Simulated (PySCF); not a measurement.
A side-by-side comparison of computed properties.

First species: C7H11NSi.
Structure used (GFN2-xTB), in Å, numbered top down from 1:
```xyz
20
C7H11NSi angstrom
C     -3.5331    0.2016   -0.5360
C     -2.0698   -0.1645   -0.7543
Si    -0.9444    0.4342    0.6559
C      0.8173   -0.0673    0.2588
C      1.4254   -0.7368   -0.7261
C      2.8128   -0.6023   -0.1408
C      3.7304    0.1666   -0.9297
N      4.4393    0.7970   -1.5697
C      2.1094    0.1823    1.0070
H     -3.9054   -0.2400    0.3856
H     -3.6536    1.2803   -0.4660
H     -4.1516   -0.1555   -1.3580
H     -1.7348    0.2639   -1.7006
H     -1.9882   -1.2480   -0.8611
H     -1.3299   -0.1875    1.9315
H     -0.9972    1.8961    0.7907
H      1.0990   -1.2071   -1.6353
H      3.2875   -1.5393    0.1639
H      2.1816   -0.2915    1.9840
H      2.4002    1.2284    1.0877
```

Second species: C2H14OSi4.
Numbering: `[CH3:1][CH2:2][SiH2:3][O:4][SiH:5]([SiH3:6])[SiH3:7]` (hydrogens: H8, H9, H10 on C1; H11, H12 on C2; H13, H14 on Si3; H15 on Si5; H16, H17, H18 on Si6; H19, H20, H21 on Si7)

Levels: PBE0/pcSseg-1 for dipole moment, HOMO energy, LUMO energy and HOMO–LUMO gap; GFN2-xTB for rotational constant A and rotational constant C. Geometries: GFN2-xTB. All species are isolated and taken at one optimised geometry, non-relativistic unless stated. Electronic properties by PySCF.

The conformers computed, where there is a choice (atom-mapped SMILES and torsion angles):
- `[CH3:1][CH2:2][SiH2:3][C:4]1=[CH:5][C@@H:6]([C:7]#[N:8])[CH2:9]1`: C1–C2–Si3–C4 180°, C2–Si3–C4–C5 -1°
- `[CH3:1][CH2:2][SiH2:3][O:4][SiH:5]([SiH3:6])[SiH3:7]`: C1–C2–Si3–O4 -179°, C2–Si3–O4–Si5 -159°, Si3–O4–Si5–Si6 88°

Question: Which of the two has the higher rotational constant C, and by how much?

Answer: The first: 0.521 GHz against 0.461 GHz, a difference of 0.060 GHz.

Question: Which of the two has the higher LUMO energy, and by how much?

Answer: The first: -0.69 eV against -0.94 eV, a difference of 0.25 eV.

Question: Which has the higher HOMO energy?

Answer: The second: -7.75 eV against -7.96 eV, a difference of 0.21 eV.

Question: Which has the higher HOMO–LUMO gap?

Answer: The first: 7.27 eV against 6.81 eV, a difference of 0.46 eV.

Question: Which has the higher dipole moment?

Answer: The first: 4.18 D against 0.59 D, a difference of 3.59 D.

Question: Which has the higher rotational constant A?

Answer: The first: 3.848 GHz against 1.471 GHz, a difference of 2.377 GHz.

On the first: A dipole of 4.18 D is allowed in C1, and pure rotational transitions are dipole-allowed. In atomic units the dipole is 1.65 e·bohr (1 au = 2.5417 D).

On the second: In atomic units the dipole is 0.23 e·bohr (1 au = 2.5417 D).
